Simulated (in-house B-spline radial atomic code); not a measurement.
Ionising N with different functionals

Computed with an all-electron radial atomic-structure program (B-spline basis): scalar-relativistic (spin-free X2C) Hamiltonian, Fermi nucleus of rms radius 2.5582 fm, spin-polarised at highest spin, spherical fractional occupations for the functionals, and exact exchange of hybrids averaged over the configuration. The ionisation energy is the difference of two self-consistent energies, [He] 2s2 2p3 → [He] 2s2 2p2, without Breit or QED terms; ε is the level of the shell that loses the electron (its least bound occupied spin orbital).

| method | rung | ΔSCF (eV) | -ε(2p) (eV) |
| --- | --- | --- | --- |
| PBE0 | global hybrid | 14.82 | 10.21 |
| B3LYP | global hybrid | 14.83 | 9.77 |
| TPSSh | global hybrid | 15.02 | 9.22 |
| BHandHLYP | global hybrid | 14.56 | 11.92 |
| r2SCAN0 | global hybrid | 15.23 | 10.66 |
| B97-1 | global hybrid | 14.69 | 9.74 |
| HSE06 | range-separated hybrid | 14.82 | 9.79 |
| wB97X | range-separated hybrid | 14.67 | 12.69 |
| CAM-B3LYP | range-separated hybrid | 14.82 | 11.67 |
| LC-wPBE | range-separated hybrid | 14.98 | 13.24 |

Q: Among the functionals, which spreads more, the ΔSCF values or the orbital energies?

A: The orbital energies: ΔSCF values span about 0.67 eV and the orbital energies 4.03 eV; here energy differences depend much less on the functional than eigenvalues do.

Q: How do they compare with the NIST value?

A: NIST lists 14.534 eV (measured, ground level to ground level). Errors run from +0.03 to +0.70 eV; BHandHLYP is closest (+0.03 eV), but part of that can be cancellation, since the calculations leave out spin-orbit coupling, Breit-QED terms, multiplet and fine-structure energies.
